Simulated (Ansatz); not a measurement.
Total energies of LaB6⁺ (the lowest singlet isomer of a short search) from Ansatz at PBE-D4/def2-TZVP, gas phase (1 Eh = 27.2114 eV = 2625.5 kJ/mol). The reference geometry is relaxed at B3LYP-D4/def2-SVP.

```
atom   x (Å)   y (Å)   z (Å)
 La1  -1.467  -2.109   2.198
  B2   0.486   1.618  -1.108
  B3  -1.215  -0.074   1.107
  B4   0.959  -0.212  -0.774
  B5  -0.331   0.795  -0.037
  B6   1.598   0.810  -1.747
  B7  -0.031  -0.828   0.361
```

| state | geometry | energy (Eh) |
| --- | --- | --- |
| charge 1 singlet | reference | -180.06635 |
| charge 0 doublet | reference | -180.28284 |
| charge 1 triplet | relaxed at B3LYP-D4/def2-SVP | -180.05736 |
| charge 1 quintet | relaxed at B3LYP-D4/def2-SVP | -180.01212 |

In the def2 sets La takes a core potential; there is no spin–orbit coupling.

Work out the vertical electron affinity, to the doublet.

E(charge 1 singlet) − E(charge 0 doublet) = -180.06635 − (-180.28284) = 0.21649 Eh = 5.89 eV.

Which of the charge 1 states is lowest, and how far above it are the others?

The singlet. triplet: -180.05736 − (-180.06635) = 0.00899 Eh = 23.6 kJ/mol; quintet: -180.01212 − (-180.06635) = 0.05423 Eh = 142.4 kJ/mol.

The structure comes from a short search, and lower isomers may exist.
